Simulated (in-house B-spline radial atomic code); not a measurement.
Inner levels of dysprosium as electrons are removed. A shift is the extra binding of the orbital against the neutral atom ([Xe] 4f10 6s2). Computed with a B-spline radial code for spherical atoms: non-relativistic Hartree-Fock, average of the configuration, point nuclei.

This level leaves out relativity, spin-orbit splitting included, which matters for heavy ions.

| ion | configuration | shift of 4p (eV) | shift of 4s (eV) | shift of 3d (eV) | radius of 4p (bohr) | radius of 4s (bohr) | radius of 3d (bohr) | Σ<r²> (bohr²) | change of density at nucleus (bohr⁻³) |
| --- | --- | --- | --- | --- | --- | --- | --- | --- | --- |
| Dy13+ | [Kr] 4d10 4f6 5s1 | 253.18 | 254.27 | 264.96 | 0.56768 | 0.55713 | 0.21285 | 12.386 | 9.728 |
| Dy14+ | [Kr] 4d10 4f4 5s2 | 297.29 | 299.49 | 316.35 | 0.56142 | 0.55105 | 0.21276 | 12.367 | 173.83 |
| Dy15+ | [Kr] 4d10 4f5 | 311.08 | 312.11 | 328.31 | 0.56328 | 0.55404 | 0.21276 | 10.081 | -98.513 |
| Dy16+ | [Kr] 4d10 4f4 | 346.54 | 347.91 | 368.64 | 0.55956 | 0.55103 | 0.21268 | 9.4255 | -85.774 |
| Dy17+ | [Kr] 4d10 4f3 | 383.08 | 384.8 | 410.66 | 0.5557 | 0.54787 | 0.21258 | 8.8234 | -71.71 |
| Dy18+ | [Kr] 4d10 4f2 | 420.64 | 422.72 | 454.34 | 0.55173 | 0.54459 | 0.21247 | 8.2673 | -56.33 |
| Dy19+ | [Kr] 4d10 4f1 | 459.2 | 461.64 | 499.64 | 0.54768 | 0.54122 | 0.21234 | 7.7514 | -39.646 |
| Dy20+ | [Kr] 4d10 | 498.72 | 501.5 | 546.51 | 0.54356 | 0.53776 | 0.21219 | 7.271 | -21.669 |
| Dy21+ | [Kr] 4d9 | 537.48 | 540.93 | 595 | 0.53972 | 0.5345 | 0.21227 | 6.8172 | 5.769 |
| Dy22+ | [Kr] 4d8 | 576.82 | 580.94 | 644.46 | 0.53593 | 0.53125 | 0.21203 | 6.3812 | 34.246 |
| Dy23+ | [Kr] 4d7 | 616.74 | 621.51 | 694.88 | 0.53218 | 0.52802 | 0.21178 | 5.9619 | 63.767 |
| Dy24+ | [Kr] 4d6 | 657.23 | 662.65 | 746.26 | 0.52848 | 0.52482 | 0.21151 | 5.5584 | 94.322 |
| Dy25+ | [Kr] 4d5 | 698.29 | 704.35 | 798.58 | 0.52481 | 0.52163 | 0.21124 | 5.1697 | 125.92 |
| Dy26+ | [Kr] 4d4 | 739.91 | 746.6 | 851.85 | 0.5212 | 0.51847 | 0.21094 | 4.7952 | 158.56 |
| Dy27+ | [Kr] 4d3 | 782.1 | 789.41 | 906.05 | 0.51762 | 0.51534 | 0.21064 | 4.434 | 192.23 |
